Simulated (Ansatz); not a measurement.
Sb(OH)2(TeH) (H₃O₂SbTe), SMILES [OH][Sb]([OH])[TeH].

Coordinates come from a PBE-D3(BJ)/def2-SVP optimisation. The structure was generated by enumeration; whether it is a known compound was not checked. The def2 effective core potentials stand for the cores of Sb, Te; spin–orbit coupling is left out. Other conformers were not sampled.

Two levels are set side by side: PBE/def2-SVPD (Ansatz, a program for electronic structure) and CAM-B3LYP/def2-SVPD (Ansatz). Energy differences of separate SCF runs at the same geometry; the states with an electron removed or added have multiplicity 2 and 2. Differences are taken from unrounded values.

```
quantity                           CAM-B3LYP
---------------------------------  ---------
vertical ionisation energy (eV)         8.77
vertical electron affinity (eV)         0.43
vertical singlet–triplet gap (eV)       3.27
```

Question: What does PBE give, and how far is it from CAM-B3LYP? (An estimate is asked for; the answer gives what the named calculation found.)

Answer: 
| quantity | PBE | PBE minus CAM-B3LYP |
|---|---|---|
| vertical ionisation energy (eV) | 8.57 | -0.20 |
| vertical electron affinity (eV) | 0.37 | -0.06 |
| vertical singlet–triplet gap (eV) | 3.19 | -0.08 |
